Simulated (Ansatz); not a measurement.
Compare A (`CC1(Cl)C[SiH2]1`) with its isomer B (`[SiH3]/C=C\CCl`).

Computed with Ansatz on PBE0-D4/def2-TZVP structures; ΔE is electronic, products minus reactants. CCSD(T)/CBS is the MP2 limit (def2-TZVPP, def2-QZVPP) plus CCSD(T) − MP2 in def2-TZVPP, frozen cores. DFT in def2-TZVPP. B3LYP here is the variant with VWN-RPA as its local correlation; programs differ in this. Each species was taken in one conformer, which may not be the lowest.

A:

```xyz
12

C    -1.389    0.226    0.630
C    -0.106   -0.450    0.243
Cl    0.050   -2.059    0.981
C     1.178    0.388    0.310
Si    0.728   -0.175   -1.398
H    -1.429    0.386    1.713
H    -2.254   -0.370    0.335
H    -1.465    1.201    0.139
H     2.027   -0.084    0.794
H     1.039    1.424    0.608
H     0.128    0.791   -2.343
H     1.492   -1.278   -2.012
```

B:

```xyz
12

Si   -0.8408    0.3658   -1.5934
C    -0.9820   -0.4116    0.0937
C    -0.0608   -0.5202    1.0511
C     1.3458   -0.0563    0.9597
Cl    1.6757    1.1832    2.2131
H    -1.9501    1.3396   -1.7680
H     0.4525    1.0685   -1.7926
H    -0.9781   -0.6804   -2.6420
H    -1.9629   -0.8258    0.3261
H    -0.3213   -0.9868    1.9995
H     1.5773    0.3944   -0.0024
H     2.0447   -0.8704    1.1554
```

(1) Which is lower in electronic energy at CCSD(T)/CBS, and by how much? (Best estimate.)

(2) Give E(B) − E(A) in kcal/mol with r2SCAN-D4, B3LYP, B2PLYP, MP2/def2-TZVPP, HF/def2-TZVPP, B3LYP-D4, CCSD(T)/def2-TZVPP. (Best estimate.)

Largest T1 diagnostic: 0.011.

Answers

(1) Ansatz gave: B, by 7.8 kcal/mol.

(2) Ansatz gave: r2SCAN-D4 -5.4, B3LYP -11.1, B2PLYP -9.5, MP2/def2-TZVPP -5.3, HF/def2-TZVPP -17.0, B3LYP-D4 -10.2, CCSD(T)/def2-TZVPP -8.5. None reverses the order clearly.

In def2-TZVPP, CCSD(T) changes the Hartree–Fock value by +8.5 kcal/mol (the triples alone add +0.7 kcal/mol) and MP2 by +11.7 kcal/mol. The D4 term adds +1.0 kcal/mol with B3LYP and +0.4 kcal/mol with PBE0; it sums over pairs of atoms, weighted by their polarisabilities, and B3LYP, whose exchange is more repulsive, gets the larger term.
